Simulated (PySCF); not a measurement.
C2H6Si, singlet, at a GFN2-xTB geometry; PBE0/STO-3G (PySCF).

The PySCF input:
```python
from pyscf import gto, scf, dft

mol = gto.M(
    atom='''
Si   -0.25781853    0.11561357    0.69927516
C     0.74714689    1.26727629   -0.47256628
H     0.92573921    2.24312512   -0.02482989
H     0.22513318    1.43369211   -1.41547096
H     1.72091760    0.83786826   -0.71036843
C    -0.40578857   -1.42035160   -0.45329187
H     0.57448304   -1.79226401   -0.75330936
H    -0.95623279   -1.18077588   -1.36366825
H    -0.92873070   -2.24178365    0.03294363
''',
    basis='sto-3g',
    verbose=4,
)

mf = dft.RKS(mol)
mf.xc = 'pbe0'
mf.grids.atom_grid = (30, 110)
mf.kernel()
```

It wrote (shortened):

```
PySCF version 2.14.0

[INPUT] verbose = 4
[INPUT] num. atoms = 9
[INPUT] num. electrons = 32
[INPUT] charge = 0
[INPUT] spin (= nelec alpha-beta = 2S) = 0
[INPUT] symmetry False subgroup None
[INPUT] Mole.unit = angstrom
[INPUT] Symbol           X                Y                Z      unit          X                Y                Z       unit  Magmom
[INPUT]  1 Si    -0.257818530000   0.115613570000   0.699275160000 AA   -0.487206411538   0.218477983583   1.321438538111 Bohr   0.0
[INPUT]  2 C      0.747146890000   1.267276290000  -0.472566280000 AA    1.411902996921   2.394805112255  -0.893020844905 Bohr   0.0
[INPUT]  3 H      0.925739210000   2.243125120000  -0.024829890000 AA    1.749393569671   4.238892139932  -0.046921691803 Bohr   0.0
[INPUT]  4 H      0.225133180000   1.433692110000  -1.415470960000 AA    0.425440051752   2.709285434850  -2.674852451675 Bohr   0.0
[INPUT]  5 H      1.720917600000   0.837868260000  -0.710368430000 AA    3.252062946944   1.583341539866  -1.342401780237 Bohr   0.0
[INPUT]  6 C     -0.405788570000  -1.420351600000  -0.453291870000 AA   -0.766829261779  -2.684075524588  -0.856597488792 Bohr   0.0
[INPUT]  7 H      0.574483040000  -1.792264010000  -0.753309360000 AA    1.085615608808  -3.386888121815  -1.423548377471 Bohr   0.0
[INPUT]  8 H     -0.956232790000  -1.180775880000  -1.363668250000 AA   -1.807018084429  -2.231343027692  -2.576959517265 Bohr   0.0
[INPUT]  9 H     -0.928730700000  -2.241783650000   0.032943630000 AA   -1.755046666476  -4.236357129028   0.062254438249 Bohr   0.0

nuclear repulsion = 96.5074598286283
number of shells = 17
number of NR pGTOs = 75
number of NR cGTOs = 25
basis = sto-3g
ecp = {}

******** <class 'pyscf.dft.rks.RKS'> ********
method = RKS
initial guess = minao
damping factor = 0
level_shift factor = 0
DIIS = <class 'pyscf.scf.diis.CDIIS'>
diis_start_cycle = 1
diis_space = 8
diis_damp = 0
SCF conv_tol = 1e-09
SCF conv_tol_grad = None
SCF max_cycles = 50
direct_scf = True
direct_scf_tol = 1e-13
XC library pyscf.dft.libxc version 7.1.2
    S. Lehtola, C. Steigemann, M. J. T. Oliveira, and M. A. L. Marques,  SoftwareX 7, 1–5 (2018)
XC functionals = pbe0
    C. Adamo and V. Barone,  J. Chem. Phys. 110, 6158 (1999)
    M. Ernzerhof and G. E. Scuseria,  J. Chem. Phys. 110, 5029 (1999)
radial grids:
    Treutler-Ahlrichs [JCP 102, 346 (1995); DOI:10.1063/1.469408] (M4) radial grids

becke partition: Becke, JCP 88, 2547 (1988); DOI:10.1063/1.454033
pruning grids: <function nwchem_prune>
grids dens level: 3
symmetrized grids: False
atomic radii adjust function: <function treutler_atomic_radii_adjust>
User specified grid scheme (30, 110)
small_rho_cutoff = 0
Set gradient conv threshold to 3.16228e-05
Initial guess from minao.
tot grids = 22192
init E= -364.457855721178
  HOMO = -0.185579431900257  LUMO = -0.0309945419430365  gap/eV = 4.20647
cycle= 1 E= -364.716062473923  delta_E= -0.258  |g|= 0.316  |ddm|= 3.41
  HOMO = -0.10255432872143  LUMO = 0.05783159301601  gap/eV = 4.36432
cycle= 2 E= -364.719220077807  delta_E= -0.00316  |g|= 0.297  |ddm|= 0.843
  HOMO = -0.108589582817278  LUMO = 0.0652739336544069  gap/eV = 4.73107
cycle= 3 E= -364.747295379376  delta_E= -0.0281  |g|= 0.00773  |ddm|= 0.423
  HOMO = -0.112418194117524  LUMO = 0.0616572750804306  gap/eV = 4.73683
cycle= 4 E= -364.747322907523  delta_E= -2.75e-05  |g|= 0.00115  |ddm|= 0.0194
  HOMO = -0.111872080601719  LUMO = 0.0623283793667059  gap/eV = 4.74024
cycle= 5 E= -364.747323579411  delta_E= -6.72e-07  |g|= 5.28e-05  |ddm|= 0.00229
  HOMO = -0.111876671860967  LUMO = 0.0623102300115385  gap/eV = 4.73987
cycle= 6 E= -364.747323580749  delta_E= -1.34e-09  |g|= 6.14e-06  |ddm|= 0.000119
  HOMO = -0.111874012146735  LUMO = 0.0623126937501793  gap/eV = 4.73986
cycle= 7 E= -364.74732358077  delta_E= -2.03e-11  |g|= 7.99e-07  |ddm|= 1.38e-05
  HOMO = -0.111874303964683  LUMO = 0.0623123845691777  gap/eV = 4.73986
Extra cycle  E= -364.747323580769  delta_E= 5.12e-13  |g|= 6.49e-07  |ddm|= 2.44e-06
converged SCF energy = -364.747323580769
```
